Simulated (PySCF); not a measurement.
Quadrupolar nuclei of `CC/C(=C/C(C)=O)CCF` in NMR

Species: C₈H₁₃FO.
Structure used (GFN2-xTB), in Å, numbered top down from 1:
```
atom  x, y, z in Å
C1    -2.1960   -1.2726    1.2562
C2    -1.0325   -0.3279    1.5693
C3    -0.2936    0.0409    0.3185
C4     0.8420   -0.5895   -0.0200
C5     1.6297   -0.3591   -1.2333
C6     2.7359   -1.3687   -1.4412
O7     1.4386    0.5501   -2.0170
C8    -0.8974    1.1406   -0.5008
C9    -0.2417    2.4793   -0.1651
F10   -0.5076    2.8340    1.1383
H11   -2.9027   -0.8075    0.5732
H12   -2.7217   -1.5323    2.1716
H13   -1.8256   -2.1861    0.7962
H14   -1.4183    0.5795    2.0373
H15   -0.3572   -0.8182    2.2724
H16    1.2151   -1.3698    0.6300
H17    3.2404   -1.1816   -2.3854
H18    2.3261   -2.3766   -1.4371
H19    3.4538   -1.2910   -0.6264
H20   -1.9676    1.2156   -0.3021
H21   -0.7277    0.9645   -1.5630
H22    0.8443    2.4224   -0.2683
H23   -0.6408    3.2809   -0.7931
```

Computed at PBE0/pcSseg-1 (PySCF, non-relativistic):

| atom | environment | nucleus | spin I | Q (b) | CQ = χzz (MHz) | η |
| --- | --- | --- | --- | --- | --- | --- |
| O7 | ketone oxygen | 17O | 5/2 | -0.0256 | 11.821 | 0.353 |

Problem. Which field gradients stand behind these couplings (CQ in MHz = 234.96 × Q in b × Vzz in au)?

Solution. The tensor is traceless, so η fixes the two smaller values:

```json
{"atom": "O7", "Vxx (au)": "0.636", "Vyy (au)": "1.329", "Vzz (au)": "-1.965", "Vzz (10²¹ V/m²)": "-19.10"}
```

Problem. At 21.15 T, set νQ = 3|CQ|/[2I(2I − 1)] beside the Larmor frequency (|g| × 7.62259 MHz/T × B; g(17O) = −0.75752), and give PQ = |CQ|√(1 + η²/3).

Solution. 
```json
{"atom": "O7", "PQ (MHz)": "12.06", "νQ (MHz)": "1.773", "ν0 (MHz)": "122.13", "νQ/ν0": "0.015"}
```

For O7: PQ = 11.82 × 1.0205, νQ = 11.82 × 0.1500, ν0 = 5.7742 MHz/T × 21.15 T.

Problem. Second-order quadrupolar shift of the central transition's centre of gravity (half-integer spins, νQ < ν0/10) at 21.15 and 23.5 T.

Solution. δ = −(3/40)(PQ/ν0)² [I(I + 1) − 3/4]/[I²(2I − 1)²], in ppm:

```
     site  21.15 T  23.5 T
17O at O7    -58.5   -47.4
```

Problem. Quadrupolar 1/T1 and linewidth for τc = 4 ps (extreme narrowing, isotropic tumbling)?

Solution. Rate = (3π²/10) PQ² τc (2I + 3)/[I²(2I − 1)], the same for T1 and T2; width = rate/π.

```tsv
site	spin factor (2I + 3)/[I²(2I − 1)]	1/T1 (s⁻¹)	T1 (ms)	linewidth (Hz)
17O at O7	0.320	552	1.81	176
```

The structure is a single GFN2-xTB conformer in the gas phase; no vibrational or solvent corrections. GFN2-xTB bond lengths can be off by several hundredths of an ångström, more for odd bonds, and the gradients follow them. The basis is small and wasn't made for field gradients, so the couplings can be 20 % off.
